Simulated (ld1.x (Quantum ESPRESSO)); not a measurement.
niobium (Nb): variants of one TM potential

Base potential:

* Element: niobium (Nb)
* Generator: ld1.x (Quantum ESPRESSO) 7.5
* Type: norm-conserving Troullier–Martins (Kleinman–Bylander form)
* Functional: PBEsol
* Relativity: scalar-relativistic
* Frozen core: [Ar] 3d10 4s2
* Valence charge: 11
* Reference configuration: 4p6 4d4 5s1 5p0
* Partial waves: 5s (bound): rc 3.40 bohr; 4d (bound): rc 2.70 bohr; 4p (bound): rc 1.70 bohr
* Local potential: the p channel
* Core correction: none

All-electron outer shells of the reference configuration (PBEsol, scalar-relativistic, ld1.x):

```csv
shell,level (eV),outermost node (bohr),outermost maximum (bohr)
3d,-196.29,–,0.33
4s,-58.35,0.53,1.04
4p,-34.49,0.54,1.12
5s,-4.01,1.41,3.08
4d,-3.06,0.55,1.51
5p,-1.09,1.63,4.21
```

Cutoffs, loose and tight: the cutoffs (Ry, on a coarse ladder) from which the occupation-weighted sum of valence levels, in a spherical-Bessel basis at the reference potential, stays within 10 and 1 mRy of its value at 400 Ry. They do not see the model core or the augmentation charge, which bear on the density cutoff. Test errors are all-electron minus pseudo excitation energies from the reference, over the configurations 4p6 4d4 5s0 5p0; 4p6 4d3 5s0 5p0; 4p6 4d2 5s0 5p0; 4p6 4d3 5s1 5p1; 4p6 4d3 5s1 5p0; 4p6 4d4.5 5s0.5 5p0; 4p6 4d3 5s2 5p0. A dash means not determined; rows that change the core or the reference have their own tests. The largest error is taken over the tests solved by every variant that gives reliable tests at all: 4p6 4d2 5s0 5p0; 4p6 4d3 5s0 5p0; 4p6 4d3 5s1 5p1; 4p6 4d3 5s2 5p0; 4p6 4d4 5s0 5p0; 4p6 4d4.5 5s0.5 5p0.

A true bound ghost makes a file unfit for plane-wave use even where its test errors are small: the radial tests pick states by their node count and pass the ghost by.

```tsv
change	outcome	cutoff, loose	cutoff, tight	bound ghosts	largest test error (meV)
base	generated	40 Ry	55 Ry	s	+67
wave 4p (bound): rc 1.70 bohr becomes 4p (bound): rc 1.08 bohr	generated	100 Ry	180 Ry	s	+61
wave 4p (bound): rc 1.70 bohr becomes 4p (bound): rc 1.32 bohr	generated	60 Ry	110 Ry	s	+61
wave 4p (bound): rc 1.70 bohr becomes 4p (bound): rc 1.52 bohr	generated	50 Ry	90 Ry	s	+63
wave 4p (bound): rc 1.70 bohr becomes 4p (bound): rc 2.04 bohr	generated	30 Ry	45 Ry	s	+104
wave 4p (bound): rc 1.70 bohr becomes 4p (bound): rc 2.22 bohr	generated	25 Ry	45 Ry	s	+118
wave 4p (bound): rc 1.70 bohr becomes 4p (bound): rc 2.42 bohr	generated	25 Ry	40 Ry	s	+107
wave 4p (bound): rc 1.70 bohr becomes 4p (bound): rc 2.58 bohr	generated	25 Ry	40 Ry	s	+81
```

(1) What comes out with this change to the base: wave 4p (bound): rc 1.70 bohr becomes 4p (bound): rc 1.88 bohr?

(2) What comes out with this change to the base: wave 4p (bound): rc 1.70 bohr becomes 4p (bound): rc 1.66 bohr?

Answers

(1) outcome: generated; cutoff, loose: 30 Ry; cutoff, tight: 45 Ry; bound ghosts: s; largest test error (meV): +82.

(2) outcome: generated; cutoff, loose: 40 Ry; cutoff, tight: 70 Ry; bound ghosts: s; largest test error (meV): +66.

Reading the sweep of the p radius (base included, trends over the rows without a ghost): Bound ghosts are found at 1.08, 1.32, 1.52, 1.66, 1.7, 1.88, 2.04, 2.22, 2.42, 2.58 bohr. Every judged row has one, so this setting neither creates nor removes them.
